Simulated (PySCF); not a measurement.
Computed shifts of a molecule H8N2OSi2, HF/pcSseg-1 (PySCF), GIAO, gas phase, atoms alike by connectivity averaged where their shifts nearly agree, in ppm (number of nuclei): ¹⁵N: 28.7 (1), 6.1 (1). ²⁹Si: -41.2 (1), -54.9 (1). ¹H: 4.47 (3), 4.38 (1), 2.07 (1), 1.43 (2), 0.62 (1). References: ¹⁵N against NH3 (σ = 267.3 ppm); ²⁹Si against TMS (σ = 393.8 ppm); ¹⁷O against H2O (σ = 333.0 ppm); ¹H against TMS (σ = 31.99 ppm), references at their B3LYP-D3(BJ)/def2-TZVP geometries, non-relativistic. Coordinates come from a B3LYP-D3(BJ)/def2-SVP optimisation. One conformer was computed; it need not be the lowest.

Problem. Pick the molecule that these values belong to.
(A) N[Si@@H](O)N[SiH3]
(B) N[SiH2][Si@@H](N)O
(C) N[SiH2]O[SiH2]N
(D) N[SiH](N)O[SiH3]

Solution. A, N[Si@@H](O)N[SiH3]
